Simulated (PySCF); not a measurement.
## Structure from 2D NMR

Compound of formula C6H12F2. Correlations simulated from computed shifts and the bond graph:

HSQC (one-bond C–H):
```
  δH    δC
1.61  21.4
1.09  25.7
```

HMBC (two and three bonds, from the bond graph):
```
  δH                 δC
1.61        132.7, 41.1
1.09  132.7, 41.1, 25.7
```

Carbons without hydrogens: δ 132.7, 41.1.

[PySCF 2.14: σ from GIAO-PBE0/pcSseg-1; GFN2-xTB structure; no solvent; averaged over atoms made equivalent by symmetry, fast rotation or ring inversion; non-relativistic Hamiltonian; one conformer]

References, each an isolated molecule treated in the same way: $^{1}$H (31.72 ppm), $^{13}$C (186.93 ppm) against TMS.

Exchangeable hydrogens are left out of these lists.

**Question.** Assemble the structure.

**Answer.** (CH3)3CCF2CH3 (CC(C)(C)C(C)(F)F).

Atoms are numbered as in `[CH3:1][C:2]([CH3:3])([CH3:4])[C:5]([CH3:6])([F:7])[F:8]`. Hydrogens are named by the atom that carries them.

1. δC 132.7 is C5, a fully substituted sp3 carbon bonded to 2 F.
2. δC 41.1 is C2, a quaternary sp3 carbon.
3. δC 25.7 is C1/C3/C4, a methyl carbon (δH 1.09).
4. δC 21.4 is C6, a methyl carbon (δH 1.61).
5. HMBC from δH 1.61 reaches the proton-free carbons C5, C2.
6. HMBC from δH 1.09 reaches the proton-free carbons C5, C2.

This is the structure that produced the data.

Shifts are as computed. Against solution values, carbons near 30 ppm lie about +3 ppm off and those near 130 ppm about +5 ppm. Of 1211 compounds with measured shifts, 218 miss one by over three times the rms of a fit or turn the order of signals round; such compounds aren't used in these exercises.
